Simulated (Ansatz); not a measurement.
`NB(F)[SiH3]` + H₂O → `OB(F)[SiH3]` + NH₃ at 298.15 K and 1 bar (formal hydrolysis of a B–N bond).

Program: Ansatz. Geometries: PBE0-D4/def2-TZVP. ΔE: electronic, gas phase. CBS: MP2 limit from def2 TZ/QZ plus the TZ coupled-cluster correction, frozen cores. This one scheme is used for every species. Each species was taken in one conformer, which may not be the lowest.

```
      species  CCSD(T)/CBS energy (Eh)  H − E (kJ/mol)  S (J/(mol·K))
`NB(F)[SiH3]`               -471.46894           172.4          318.5
          H₂O                -76.37941            66.4          188.7
`OB(F)[SiH3]`               -491.34397           139.5          316.4
          NH₃                -56.50880           100.5          192.4
```

H − E and S are ideal-gas, rigid-rotor, harmonic terms from PBE0-D4/def2-TZVP, for one conformer and one mirror image of each species. 1 Eh = 2625.50 kJ/mol, R = 8.31446 J/(mol·K).

Q: By hand: ΔE, ΔH, ΔS and ΔG.

A: ΔE = (-491.34397) + (-56.50880) − (-471.46894) − (-76.37941) = -0.00442 Eh = -11.6 kJ/mol. Δ(H − E) = 139.5 + 100.5 − 172.4 − 66.4 = 1.2, so ΔH = -10.4 kJ/mol. ΔS = 316.4 + 192.4 − 318.5 − 188.7 = 1.6 J/(mol·K). ΔG = -10.4 − 298.15 × (1.6)/1000 = -10.9 kJ/mol.

Q: By hand: the equilibrium constant, and the temperature at which ΔG would vanish if ΔH and ΔS stayed fixed.

A: log₁₀ K = −ΔG/(RT ln 10) = 1.9. ΔH and −TΔS have one sign here, so there is no such temperature.

The number of gas molecules stays the same, so ΔS is small and ΔH decides. A doubt of 5 kJ/mol in ΔE shifts log₁₀ K by 0.9 here. Other conformers and mirror images would add mixing entropy, several J/(mol·K) or more a flexible species. These are equilibria of isolated gas molecules and say nothing of rates. Largest T1 diagnostic: 0.014 (customary marks: 0.02 for closed shells, 0.045 for open ones).

ΔS is within the doubt of such terms, so its sign, and with it that verdict, could turn.
